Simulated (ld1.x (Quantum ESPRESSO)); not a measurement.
# Which change was made? (C, PAW)

C (Z = 6), PAW, made with ld1.x (Quantum ESPRESSO) 7.5 (PBE, scalar-relativistic). Core [He], reference 2s2 2p2. Waves: 2s (bound): rcut 0.90, rcutus 1.05 bohr; 2s channel at 1.25 Ry: rcut 0.90, rcutus 1.05 bohr; 2p (bound): rcut 1.10, rcutus 1.45 bohr; 2p channel at 2.35 Ry: rcut 1.10, rcutus 1.45 bohr; 3d channel at 0.05 Ry: rcut 0.95, rcutus 1.20 bohr; 3d channel at 1.5 Ry: rcut 0.95, rcutus 1.20 bohr. Local part: all-electron potential smoothed inside 0.80 bohr (lloc = -1). Core correction: a·sin(br)/r model core, default radius (ld1.x builds one for every PAW set, though the input has nlcc=.false.). Augmentation charge: BESSEL, radius 1.05 bohr.

Cutoffs, loose and tight: the cutoffs (Ry, on a coarse ladder) from which the occupation-weighted sum of valence levels, in a spherical-Bessel basis at the reference potential, stays within 10 and 1 mRy of its value at 400 Ry. They do not see the model core or the augmentation charge, which bear on the density cutoff. Test errors are all-electron minus pseudo excitation energies from the reference, over the configurations 2s2 2p1; 2s2 2p0; 2s1 2p0; 2s1 2p3; 2s0 2p4; 2s2 2p1.5; 2s1 2p2; variants that change the core or the reference have their own tests.

The base gives: outcome: generated, overlap not positive; bound ghosts: not determined (overlap not positive); largest test error (meV): -8.8.

(1) After one change the result is: outcome: generated, overlap not positive; bound ghosts: not determined (overlap not positive); largest test error (meV): +14. Which change was it?
A. functional Wu–Cohen
B. wave 2p channel at 2.35 Ry: rcut 1.10, rcutus 1.45 bohr becomes 2p channel at 6.82 Ry: rcut 1.10, rcutus 1.45 bohr
C. local potential all-electron potential smoothed inside 1.40 bohr (lloc = -2)

Answers

(1) B. The others give: functional Wu–Cohen → outcome: generated, overlap not positive; bound ghosts: not determined (overlap not positive); largest test error (meV): -18 | local potential all-electron potential smoothed inside 1.40 bohr (lloc = -2) → outcome: generated; cutoff, loose: 30 Ry; cutoff, tight: 40 Ry; bound ghosts: none; largest test error (meV): -23. A file whose overlap is not positive is unfit for use, and its test errors describe a broken file.
